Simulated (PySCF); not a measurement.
C3H5, doublet, geometry from GFN2-xTB; B3LYP/STO-3G in PySCF.

PySCF was given this input:
```python
from pyscf import gto, scf, dft

mol = gto.Mole()
mol.atom = '''
    C     1.276683    0.368529   -0.151043
    C     0.232197   -0.252680    0.284580
    C    -1.180201   -0.022669   -0.170766
    H     2.329169    0.386642    0.003296
    H     0.308509   -1.031650    1.057370
    H    -1.593924   -0.944031   -0.579060
    H    -1.217135    0.751112   -0.932056
    H    -1.798696    0.278851    0.673821
'''
mol.basis = 'sto-3g'
mol.charge = 0
mol.spin = 1
mol.verbose = 5
mol.build()

mf = dft.UKS(mol)
mf.xc = 'b3lyp'
mf.kernel()
```

What the program printed (banner, timings and long lists left out):

```
PySCF version 2.14.0

[INPUT] verbose = 5
[INPUT] max_memory = 4000
[INPUT] num. atoms = 8
[INPUT] num. electrons = 23
[INPUT] charge = 0
[INPUT] spin (= nelec alpha-beta = 2S) = 1
[INPUT] symmetry False subgroup None
[INPUT] Mole.unit = angstrom
[INPUT] Symbol           X                Y                Z      unit          X                Y                Z       unit  Magmom
[...]
[INPUT] ---------------- BASIS SET ----------------
[INPUT] l, kappa, [nprim/nctr], expnt,             c_1 c_2 ...
[INPUT] H
[...]
                                0.62391373        0.53532814
                                0.1688554         0.44463454
[INPUT] C
[...]
                                13.045096         0.53532814
                                3.5305122         0.44463454
[...]
                                0.6834831         0.39951283
                                0.2222899         0.70011547
[...]
                                0.6834831         0.60768372
                                0.2222899         0.39195739

nuclear repulsion = 64.7727378668887
number of shells = 14
number of NR pGTOs = 60
number of NR cGTOs = 20
basis = sto-3g
ecp = {}

******** <class 'pyscf.dft.uks.UKS'> ********
method = UKS
initial guess = minao
damping factor = 0
level_shift factor = 0
DIIS = <class 'pyscf.scf.diis.CDIIS'>
diis_start_cycle = 1
diis_space = 8
diis_damp = 0
SCF conv_tol = 1e-09
SCF conv_tol_grad = None
SCF max_cycles = 50
direct_scf = True
direct_scf_tol = 1e-13
number electrons alpha = 12  beta = 11
XC library pyscf.dft.libxc version 7.1.2
    S. Lehtola, C. Steigemann, M. J. T. Oliveira, and M. A. L. Marques,  SoftwareX 7, 1–5 (2018)
XC functionals = b3lyp
    P. J. Stephens, F. J. Devlin, C. F. Chabalowski, and M. J. Frisch,  J. Phys. Chem. 98, 11623 (1994)
radial grids:
    Treutler-Ahlrichs [JCP 102, 346 (1995); DOI:10.1063/1.469408] (M4) radial grids

becke partition: Becke, JCP 88, 2547 (1988); DOI:10.1063/1.454033
pruning grids: <function nwchem_prune>
grids dens level: 3
symmetrized grids: False
atomic radii adjust function: <function treutler_atomic_radii_adjust>
small_rho_cutoff = 0
Set gradient conv threshold to 3.16228e-05
atom C rad-grids = 75, ang-grids = [ 50  50  50  50  50  50  50  50  50  50  50  50  50  50  50  50  50  50
  50  50  50  50  86  86  86  86  86  86  86  86  86  86 266 266 266 266
 266 266 302 302 302 302 302 302 302 302 302 302 302 302 302 302 302 302
 302 302 302 302 266 266 266 266 266 266 266 266 266 266 266 266 266 266
 266 266 266]
atom H rad-grids = 50, ang-grids = [ 50  50  50  50  50  50  50  50  50  50  50  50  50  50  50  86  86  86
  86 266 266 266 266 266 302 302 302 302 302 302 302 302 302 302 302 302
 302 266 266 266 266 266 266 266 266 266 266 266 266 266]
tot_boxes 2304, boxes in each direction [14 10 10]
Padding 6 grids
tot grids = 91400
nelec by numeric integration = [11.42493534 11.42493534]
E1 = -281.93343223689584  E2 = 101.17372440066467  Ecoul = 119.37241640708432  Exc = -18.19869200641964
init E= -115.986969969342
cond(S) = 13.543431450522272

  alpha mo_energy =
[-10.05924159 -10.04618343 -10.01793821  -0.89413536  -0.74820393
  -0.55705574  -0.47902793  -0.42416944  -0.3904508   -0.37230048
  -0.24589158  -0.1332868    0.05168263   0.297747     0.34314678
   0.39108617   0.40332728   0.42092857   0.49907658   0.7288704 ]
  beta  mo_energy =
[-10.05924159 -10.04618343 -10.01793821  -0.89413536  -0.74820393
  -0.55705574  -0.47902793  -0.42416944  -0.3904508   -0.37230048
  -0.24589158  -0.1332868    0.05168263   0.297747     0.34314678
   0.39108617   0.40332728   0.42092857   0.49907658   0.7288704 ]
multiplicity <S^2> = 0.75  2S+1 = 2
nelec by numeric integration = [12.00000211 11.00000197]
E1 = -283.82883891913633  E2 = 103.29308539003466  Ecoul = 121.46473309369475  Exc = -18.171647703660085
cycle= 1 E= -115.763015662213  delta_E= 0.224  |g|= 0.109  |ddm|= 2.51
  alpha mo_energy =
[-9.97257748 -9.96517703 -9.89914817 -0.72749529 -0.63070391 -0.4984104
[...]
  -0.19650874   0.04284198   0.15447974   0.38566765   0.42750059
   0.46817478   0.48411871   0.50173159   0.5938211    0.83879735]
multiplicity <S^2> = 0.76442914  2S+1 = 2.0143775
nelec by numeric integration = [12.00000211 11.000002  ]
E1 = -283.29365983422827  E2 = 102.74457937512355  Ecoul = 120.89673024802148  Exc = -18.152150872897927
cycle= 7 E= -115.776342592216  delta_E= -3.02e-05  |g|= 0.000497  |ddm|= 0.0189
  alpha mo_energy =
[-10.01419645  -9.99546214  -9.9618854   -0.74665493  -0.64886797
  -0.50613994  -0.43816286  -0.38287424  -0.35426461  -0.34059667
  -0.20893767  -0.16020738   0.13787126   0.37049178   0.42285744
   0.46767482   0.47962496   0.49757875   0.57733299   0.81572559]
  beta  mo_energy =
[-10.01312323  -9.99801583  -9.94539088  -0.73791401  -0.632024
  -0.4883817   -0.42831481  -0.3834769   -0.34408394  -0.33235065
  -0.19644956   0.04294893   0.15465091   0.38577019   0.42743811
   0.46805581   0.48411233   0.50165226   0.59392425   0.83887419]
multiplicity <S^2> = 0.7653632  2S+1 = 2.0153046
nelec by numeric integration = [12.00000211 11.000002  ]
E1 = -283.29344232619655  E2 = 102.7443605854451  Ecoul = 120.89665145481472  Exc = -18.152290869369626
cycle= 8 E= -115.776343873863  delta_E= -1.28e-06  |g|= 8.94e-05  |ddm|= 0.00433
  alpha mo_energy =
[-10.01418456  -9.9954492   -9.96190874  -0.7466459   -0.64887258
  -0.50615162  -0.43816842  -0.38284689  -0.35425783  -0.34058983
  -0.20894305  -0.16022019   0.13787761   0.37046281   0.42287017
   0.4677012    0.47962395   0.49760061   0.57732398   0.81572824]
  beta  mo_energy =
[-10.01310603  -9.99801868  -9.94541459  -0.73791205  -0.6320226
  -0.48839808  -0.4283171   -0.38345519  -0.34408319  -0.33233981
  -0.19646165   0.04293626   0.15464109   0.38576953   0.42745246
   0.46808053   0.48411856   0.50166867   0.593912     0.8388538 ]
multiplicity <S^2> = 0.76543987  2S+1 = 2.0153807
nelec by numeric integration = [12.00000211 11.000002  ]
E1 = -283.29335927500216  E2 = 102.74427751818655  Ecoul = 120.89657551111442  Exc = -18.152297992927878
cycle= 9 E= -115.776343889927  delta_E= -1.61e-08  |g|= 1.88e-05  |ddm|= 0.000416
  alpha mo_energy =
[-10.01418853  -9.99544851  -9.96190474  -0.74664613  -0.64887294
  -0.50614985  -0.43816779  -0.38285223  -0.35425875  -0.34059192
  -0.20894076  -0.1602173    0.13788031   0.37046356   0.42286591
   0.46769551   0.47962315   0.49759563   0.57732584   0.81573203]
  beta  mo_energy =
[-10.01310882  -9.9980199   -9.94541131  -0.73791431  -0.63202307
  -0.48839532  -0.42831644  -0.38346036  -0.34408424  -0.33234087
  -0.19646273   0.04294056   0.15464148   0.38577263   0.42745044
   0.46807538   0.48411864   0.50166534   0.59391233   0.83885475]
multiplicity <S^2> = 0.76543892  2S+1 = 2.0153798
nelec by numeric integration = [12.00000211 11.000002  ]
E1 = -283.2933729998665  E2 = 102.74429124260672  Ecoul = 120.89658982890239  Exc = -18.15229858629567
cycle= 10 E= -115.776343890371  delta_E= -4.44e-10  |g|= 2.43e-06  |ddm|= 4.95e-05
  alpha mo_energy =
[-10.01418869  -9.99544928  -9.96190387  -0.74664631  -0.64887298
  -0.50615005  -0.438168    -0.38285183  -0.35425888  -0.3405921
  -0.20894071  -0.16021728   0.13788031   0.37046317   0.42286578
   0.46769588   0.47962262   0.49759599   0.57732572   0.81573175]
  beta  mo_energy =
[-10.01310879  -9.99802081  -9.94541046  -0.73791445  -0.6320231
  -0.48839555  -0.42831659  -0.38345991  -0.34408426  -0.332341
  -0.1964628    0.04294059   0.15464122   0.38577218   0.42745064
   0.46807584   0.48411811   0.50166588   0.59391196   0.83885451]
multiplicity <S^2> = 0.76543843  2S+1 = 2.0153793
nelec by numeric integration = [12.00000211 11.000002  ]
E1 = -283.2933760187839  E2 = 102.74429426151546  Ecoul = 120.89659291500527  Exc = -18.152298653489805
Extra cycle  E= -115.77634389038  delta_E= -8.64e-12  |g|= 1.19e-06  |ddm|= 6.62e-06
converged SCF energy = -115.77634389038  <S^2> = 0.76543843  2S+1 = 2.0153793
```
